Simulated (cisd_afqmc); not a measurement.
Input (AFQMC/HF/def2-SVP; cisd_afqmc is a phaseless AFQMC code with CISD trial states that reads the integrals written by Ansatz):

Ansatz 0.2 input:
```python
import cisd_afqmc

open("ham.yaml", "w").write("""\
crystal:
  periodic: [false, false, false]
  atoms:
    - {symbol: Cu, position_ang: [0.00000000, 0.00000000, 0.00000000]}
basis:
  gaussian:
    orbitals: def2-SVP
magnetization: {spin_polarized: true, initial_magnetization: 1}
correlation: {method: ccsd, electrons: outside_noble_gas, hamiltonian_folder: ham}
scf: {lower_state_search: full}
""")
rep = cisd_afqmc.ansatz("ham.yaml")
e_ccsd = rep["correlation"]["coupled_cluster"]["energy"]["hartree"]
out = cisd_afqmc.run("ham", e_ccsd, trial="HF", walkers=200, populations=8, threads=8, dt=0.005, steps=40, early=36, settle=10, least=32,
    cut=5e-5, rank_cut=2e-4, target=0.0004, seconds=1500, seed=3, memory=17280, gpu=False)
```

Output:

```
  38.0  -1638.95255
  40.0  -1638.94796
  42.0  -1638.94450
  44.0  -1638.94744
  46.0  -1638.94536
  48.0  -1638.94641
  50.0  -1638.94538
  52.0  -1638.94686
  54.0  -1638.94934
  56.0  -1638.95237
  58.0  -1638.94162
  60.0  -1638.95099
  62.0  -1638.94515
  64.0  -1638.94232
  66.0  -1638.94586
  68.0  -1638.94508
  70.0  -1638.94853
  72.0  -1638.94476
  74.0  -1638.94456
  76.0  -1638.94316
  78.0  -1638.94683
  80.0  -1638.94488
  82.0  -1638.93934
  84.0  -1638.94286
  86.0  -1638.95088
  88.0  -1638.94715
  90.0  -1638.94438
  92.0  -1638.94530
  94.0  -1638.94566
  96.0  -1638.94720
  98.0  -1638.94239
 100.0  -1638.95109
 102.0  -1638.94555
 104.0  -1638.94692
 106.0  -1638.95091
 108.0  -1638.94038
 110.0  -1638.95419
 112.0  -1638.94791
 114.0  -1638.94801
 116.0  -1638.94301
 118.0  -1638.94939
 120.0  -1638.95222
 122.0  -1638.95152
 124.0  -1638.95294
 126.0  -1638.94272
 128.0  -1638.95082
 130.0  -1638.94297
 132.0  -1638.95001
 134.0  -1638.94574
 136.0  -1638.94537
 138.0  -1638.94191
 140.0  -1638.95082
 142.0  -1638.94492
 144.0  -1638.94738
 146.0  -1638.94379
 148.0  -1638.94655
 150.0  -1638.95431
 152.0  -1638.94795
 154.0  -1638.94945
 156.0  -1638.94948
 158.0  -1638.94153
 160.0  -1638.94724
 162.0  -1638.95114
 164.0  -1638.94516
 166.0  -1638.94873
 168.0  -1638.95011
 170.0  -1638.94460
 172.0  -1638.94934
blocks 6953 (2 outliers left out), error by blocks joined: 1: 0.00027, 2: 0.00032, 4: 0.00037, 8: 0.00039, 16: 0.00040
E(AFQMC/HF) = -1638.94722 +/- 0.00040
```
